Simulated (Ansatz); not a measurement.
Reaction (redistribution): `N[SiH](F)CF` + `N[SiH2][NH][GeH2][NH2]` → `[NH2][GeH2][NH][SiH](N)F` + `N[SiH2]CF`

Computed with Ansatz on PBE0-D4/def2-TZVP structures; ΔE is electronic, products minus reactants. CCSD(T)/CBS adds triple-zeta CCSD(T) − MP2 to the extrapolated MP2 energy (def2 sets, frozen cores). DFT in def2-TZVPP. B3LYP here is the variant with VWN-RPA as its local correlation; programs differ in this. For Ge outer-core shells are correlated without core-valence functions, which leaves a few kJ/mol of doubt a bond. Scalar relativity is left out up to krypton. Each species was taken in one conformer, which may not be the lowest.

```json
{"level": "PBE", "ΔE (kcal/mol)": "-2.6"}
{"level": "B3LYP", "ΔE (kcal/mol)": "-2.4"}
```

Question: What does CCSD(T)/CBS give? (Estimate.)

Answer: Ansatz gave: -3.2 kcal/mol. The listed levels differ from it by 0.6, 0.8 kcal/mol.

Largest T1 diagnostic among the species: 0.011.

The D4 term adds −1.1 kcal/mol with B3LYP and −0.6 kcal/mol with PBE0; it sums over pairs of atoms, weighted by their polarisabilities, and B3LYP, whose exchange is more repulsive, gets the larger term. In def2-TZVPP, CCSD(T) changes the Hartree–Fock value by −1.0 kcal/mol (the triples alone add −0.1 kcal/mol) and MP2 by −0.9 kcal/mol.
